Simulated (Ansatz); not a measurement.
Reaction (ligand exchange at the Si–C bond): `O[SiH2][SiH2]CF` + CH₃OH → `CO[SiH2][SiH2]O` + fluoromethane

Computed with Ansatz on PBE0-D4/def2-TZVP structures; ΔE is electronic, products minus reactants. CCSD(T)/CBS adds triple-zeta CCSD(T) − MP2 to the extrapolated MP2 energy (def2 sets, frozen cores). This one scheme is used for every species. DFT in def2-TZVPP. Each species was taken in one conformer, which may not be the lowest.

CCSD(T)/CBS gives -104.3 kJ/mol.

Another level gave -104.7 kJ/mol. Which?
A. PBE0-D4/def2-TZVPP
B. CCSD(T)/def2-TZVPP
C. HF/def2-TZVPP
D. PBE/def2-TZVPP

B. CCSD(T)/def2-TZVPP -104.7, PBE -89.6, HF/def2-TZVPP -121.7, PBE0-D4 -95.3 kJ/mol.

Largest T1 diagnostic among the species: 0.012.

From PBE to PBE0 (25 % exact exchange), in def2-TZVPP and without D4, ΔE moves by −5.4 kJ/mol. In def2-TZVPP, CCSD(T) changes the Hartree–Fock value by +17.0 kJ/mol (the triples alone add +2.0 kJ/mol) and MP2 by +12.6 kJ/mol.
